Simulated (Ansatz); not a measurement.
A run for Ansatz (a program for electronic structure): R-CCSD(T)/aug-cc-pVDZ on C2H6F2 (a complex).

Ansatz 0.2 input:
```yaml
crystal:
  periodic: [false, false, false]
  atoms:
    - {symbol: C, position_ang: [-0.23193803, 0.52333371, 0.46189493]}
    - {symbol: F, position_ang: [1.06119503, 0.13771344, 0.82245860]}
    - {symbol: H, position_ang: [-0.80462488, 0.70245050, 1.37047248]}
    - {symbol: H, position_ang: [-0.16614723, 1.43274568, -0.13618579]}
    - {symbol: H, position_ang: [-0.68070591, -0.28023883, -0.12286077]}
    - {symbol: C, position_ang: [0.61175992, 0.30547123, 4.16412767]}
    - {symbol: F, position_ang: [-0.68194591, 0.68912258, 3.80351735]}
    - {symbol: H, position_ang: [0.54709909, -0.60190499, 4.76549193]}
    - {symbol: H, position_ang: [1.18362677, 0.12354050, 3.25556873]}
    - {symbol: H, position_ang: [1.06068152, 1.11136812, 4.74563350]}
basis:
  gaussian:
    orbitals: aug-cc-pVDZ
magnetization: {spin_polarized: false}
correlation: {method: ccsd_t, electrons: outside_noble_gas}
scf: {lower_state_search: off}
```

The head of its log:

```
WARN ansatz: RAYON_NUM_THREADS=2 ignored (pool sized by the plan → 2); use --threads N
Functional definition: HF
these checks for a lower state are left out or cut short: stability, starts, cluster_reference, orbital_swaps, neighbouring_geometries, increment
integrals: 0.38 GiB planned
1396 factors; integrals over basis functions are off by at most 7.0e-4 eV
mean field: 0.50 GiB planned
mean field evaluation 1: about -7566.0926 eV, gradient 2.8e1 eV
mean field evaluation 2: about -7566.1261 eV, gradient 2.8e1 eV
mean field evaluation 4: about -7567.9135 eV, gradient 3.4e0 eV
mean field evaluation 8: about -7567.9430 eV, gradient 1.2e-1 eV
mean field -7567.94301556 eV, -278.1167760859 hartree, gradient 1.9e-6 eV, S^2 0.000000; 0 other end points of the search recorded, 0 dependent functions left out
4 core orbitals not correlated
reference -7567.94301556 eV, -278.1167760859 hartree; 14, 14 occupied and 128, 128 virtual orbitals, 1396 factors
```

**Question.** Give the final energy of this run.

**Answer.** -278.8981 hartree (reference determinant -278.1168, T1 diagnostic 0.012).
